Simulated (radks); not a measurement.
The mean radii <r> (bohr) of the occupied orbitals of an atom or ion are listed with their occupations. All-electron calculation, Dirac Kohn-Sham, PBEsol, spin-unpolarised, spherical densities, point nucleus. Program: a radial shooting solver on a logarithmic mesh with Libxc functionals.

| orbital | occ. | <r> |
|---|---|---|
| 1s1/2 | 2 | 0.04277 |
| 2s1/2 | 2 | 0.1894 |
| 2p1/2 | 2 | 0.1628 |
| 2p3/2 | 4 | 0.1667 |
| 3s1/2 | 2 | 0.5515 |
| 3p1/2 | 2 | 0.5569 |
| 3p3/2 | 4 | 0.5674 |
| 3d3/2 | 4 | 0.5862 |
| 3d5/2 | 6 | 0.5902 |
| 4p1/2 | 2 | 1.893 |
| 4p3/2 | 4 | 1.928 |

Name the element and its charge. Open shells, if any, are shared by 2j + 1.

Answer. Z = 35, bromine, charge +1: Br+ in [Ar] 3d10 4p6. The 1s radius gives Z: for a bare nucleus <r> = (2 gamma + 1)/(2Z) with gamma = sqrt(1 - (Z/c)^2), 0.04191 bohr for Z = 35, and screening makes it slightly larger (0.04277 here). The occupations add up to 34, and the charge is Z minus that.
